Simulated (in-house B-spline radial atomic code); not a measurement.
A calculation on Rh+: its settings, and results tabulated from the run. Level of theory: Dirac-Kohn-Sham LDA VWN5, spherical fractional occupations, Fermi nucleus of rms radius 4.4945 fm, inside a hard spherical wall at 4.92 bohr; calculated with a radial B-spline atomic code at the basis-set limit.

Command:
```bash
python run_scf.py task.json out
```
Settings (nuclear radius in fm, mass in u):
```
Z                45
configuration    [Ar] 3d9 4s2 4p6 4d8 4f1
hamiltonian      dirac
method           lda,vwn
spin_polarised   False
nucleus          fermi
rms_radius       4.4945
atomic_mass      102.90549
speed_of_light   137.035999084
wall_radius      4.92
```

Output (hartree, bohr):
```
 radial grid: 63 intervals, B-splines of order 8, outer radius 4.92 bohr

 iter        energy (Eh)    residual
    1       -4761.883352    3.76e-01
    2       -4761.075658    3.96e-01
    3       -4767.812611    2.62e-02
    4       -4767.827116    1.18e-02
    5       -4767.829733    2.13e-03
    6       -4767.829857    4.84e-04
    7       -4767.829859    4.29e-05
    8       -4767.829859    3.76e-05
    9       -4767.829859    2.33e-07

 total energy                     -4767.82986
 kinetic                            4970.8817
 electron-nucleus                 -11508.7838
 Hartree                            1902.6245
 exchange-correlation               -132.5522

 first-order corrections (not in the total)
   Gaunt                             3.4128
   retardation                      -0.3437
   frequency dependence             -0.0240
   self-energy                       2.3002
   Uehling                          -0.2765
   Wichmann-Kroll                    0.0047

 orbital      occ     eigenvalue          <r>       <r^2>       <1/r>     <1/r^2>       r_max    small
 1s1/2      2.000      -846.6275    0.0326604   0.0014408     47.0015     4702.83      0.0212  2.70e-02
 2s1/2      2.000      -124.1173     0.141672   0.0237146     10.7795     524.357        0.12  5.61e-03
 2p1/2      2.000      -115.1147     0.120332   0.0177791     10.7647     169.909     0.09295  5.63e-03
 2p3/2      4.000      -109.8079     0.125198   0.0191168     10.1709      141.01     0.09704  5.42e-03
 3s1/2      2.000       -23.0861     0.388331    0.172649     3.76907     100.169      0.3506  1.57e-03
 3p1/2      2.000       -19.5717     0.380064    0.168014     3.67893     32.1871      0.3367  1.52e-03
 3p3/2      4.000       -18.6388     0.390584    0.177216      3.5345      26.901      0.3463  1.47e-03
 3d3/2      3.600       -12.4281     0.362765    0.156959     3.37173       14.39      0.2867  1.36e-03
 3d5/2      5.400       -12.2419     0.366118    0.159723     3.33454     14.0131      0.2894  1.34e-03
 4s1/2      2.000        -3.6107     0.957636     1.04004     1.44935     19.7214      0.8649  4.03e-04
 4p1/2      2.000        -2.5087      1.02799     1.21167     1.33223     5.90255      0.9048  3.51e-04
 4p3/2      4.000        -2.3522      1.05801     1.28382     1.28543     4.94124      0.9291  3.34e-04
 4d3/2      3.200        -0.6916       1.3842     2.29502    0.971234     1.81125       1.077  2.03e-04
 4d5/2      4.800        -0.6733      1.40039     2.34886    0.958873     1.75384       1.088  1.98e-04
 4f5/2      0.429         0.3741      2.91145     9.12555     0.38315    0.175684       3.085  3.47e-05
 4f7/2      0.571         0.3742      2.91206     9.12857    0.382984    0.175424       3.085  3.47e-05
```

Cost of the run: 0.58 s on 1 thread of Arm Neoverse V2 (shared host).

For the Dirac Hamiltonian the kinetic term is c α·p + (β - 1)c².
